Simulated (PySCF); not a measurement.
HCl₃HfO, charge -1, doublet, at a GFN2-xTB geometry (such geometries of metal compounds can be far from the true shape) (the multiplicity is a formal guess) (core potentials on Hf). Base run: HF/def2-SVP in PySCF.

Input for PySCF:
```python
from pyscf import gto, scf

mol = gto.Mole()
mol.atom = '''
    Hf   -0.13728403    0.09893992    0.02964004
    Cl    1.93657247    0.72050589   -0.74415034
    Cl    0.44231920   -0.22902000    2.22945528
    Cl   -0.79789979   -1.35116414   -1.66772843
    O    -1.81935876    0.89921023    0.15511059
    H    -2.43754201    0.29717480   -0.27376852
'''
mol.basis = 'def2-svp'
mol.ecp = {'Hf': 'def2-svp'}
mol.charge = -1
mol.spin = 1
mol.verbose = 4
mol.build()

mf = scf.UHF(mol)
mf.kernel()
mo_i, mo_e, stable_i, stable_e = mf.stability(internal=True, external=True, return_status=True, nroots=6, tol=1e-6)
print('internally stable:', stable_i, ' externally stable:', stable_e)
if not stable_i:
    umf = mf.copy()
    umf.scf_summary = {}
    umf.kernel(umf.make_rdm1(mo_i, mf.mo_occ))
mf.analyze()
```

The bond that is stretched is that between atoms 2 and 1. A test that says stable can miss a lower solution.

The base run was repeated with changes; each row names its change, and settings that it needs were set with it.

```csv
change,ΔE vs base (eV),<S^2>,stability test says
base,0.00,0.753,stable
bond × 1.25,-0.11,0.753,stable
bond × 1.5,0.76,0.754,stable
bond × 1.8,1.51,0.754,stable
bond × 2.2,2.09,0.754,stable
bond × 3.0,2.57,0.754,stable
```

On stretching, the SCF can end on different states; <S^2> shows the spin contamination of each.
